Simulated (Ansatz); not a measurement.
A search over several starts for the lowest SCF solution of CH₃InO⁺, that is In(CO)H3 with one electron fewer at the given spin, in a small basis.

```yaml
crystal:
  periodic: [false, false, false]
  atoms:
    - {symbol: In, position_ang: [-0.014666, -0.001494, -0.980408]}
    - {symbol: C, position_ang: [0.016579, 0.011738, 1.543180]}
    - {symbol: O, position_ang: [0.041871, 0.001361, 2.676556]}
    - {symbol: H, position_ang: [1.719850, 0.001573, -1.088839]}
    - {symbol: H, position_ang: [-0.887362, 1.495793, -1.098347]}
    - {symbol: H, position_ang: [-0.876273, -1.508982, -1.052142]}
basis:
  gaussian: {orbitals: def2-SVP}
total_charge: 1
magnetization: {spin_polarized: true, initial_magnetization: 1}
hamiltonian: {xc: pbe0, dispersion: d4}
output: {orbitals: {seedname: orbitals}}
```

```sh
$ ansatz run in.yaml --threads 4 --pin off --events-out ev --progress --plain --max-ram 3916MiB
```

Shortened log:

```
Functional definition: PBE0
766 factors; integrals over basis functions are off by at most 9.8e-4 eV
mean field evaluation 1: about -8280.0322 eV, gradient 4.5e1 eV
mean field evaluation 2: about -8224.9709 eV, gradient 1.1e2 eV
mean field evaluation 4: about -8288.5605 eV, gradient 5.6e0 eV
mean field evaluation 8: about -8288.8825 eV, gradient 3.6e-1 eV
mean field evaluation 16: about -8288.8837 eV, gradient 2.1e-2 eV
mean field evaluation 32: about -8288.8838 eV, gradient 1.9e-5 eV
mean field evaluation 64: about -8288.8869 eV, gradient 5.5e-3 eV
mean field -8288.88687609 eV, -304.6109742871 hartree, gradient 3.1e-6 eV, S^2 0.763714; 6 other end points of the search recorded, 0 dependent functions left out
reference -8288.88690767 eV, -304.6109754474 hartree; 19, 18 occupied and 50, 51 virtual orbitals, 766 factors
Total energy: -8288.94568439 eV, -304.6131354521 hartree
```

Hardware: 4 threads of AMD EPYC 7B13 on a shared host. Wall time 4.3 s.

In the def2 sets In takes a core potential; there is no spin–orbit coupling.
